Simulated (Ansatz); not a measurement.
The cluster Fe4Co⁺, relaxed as a multiplicity 15 with UKS PBE-D4/def2-SVP in Ansatz, starting from the GFN1-xTB geometry. Force threshold 0.02 eV/Å.

The charge 1 multiplicity 15 is spin-contaminated (final ⟨S²⟩ up to 56.20, 56.00 for a pure state). Another isomer (multiplicity 15) lies 0.18 eV lower at PBE0-D4/def2-TZVP; other spin states weren't run for this one.

Start:

```csv
atom,x (Å),y (Å),z (Å)
Fe1,-0.1488,1.0966,-0.7893
Fe2,1.8378,-0.0395,-0.3932
Fe3,-0.1636,-1.1932,-0.6293
Fe4,-1.8341,0.0388,0.4101
Co5,0.3087,0.0973,1.4017
```

| step | energy (eV) | largest force component (eV/Å) | SCF passes |
| --- | --- | --- | --- |
| 1 | -175117.1224 | 1.137 | 161 |
| 2 | -175117.2402 | 0.537 | 43 |
| 3 | -175117.2725 | 0.103 | 41 |
| 4 | -175117.2733 | 0.039 | 35 |
| 5 | -175117.2734 | 0.080 | 34 |
| 6 | -175117.2739 | 0.013 | 33 |

Force components are those of the run's own axes.

End:

```xyz
5

Fe   -0.144    1.129   -0.771
Fe    1.804   -0.036   -0.352
Fe   -0.159   -1.224   -0.607
Fe   -1.786    0.041    0.433
Co    0.286    0.090    1.297
```

By distances, no bond broke or formed. The bond that changes most is Fe4–Co5, from 2.36 to 2.25 Å (atoms count from 1).

No frequencies were taken in this run, so the end may be a saddle point.

Hardware: 4 threads of Intel Xeon on a shared host. Wall time 58 s.
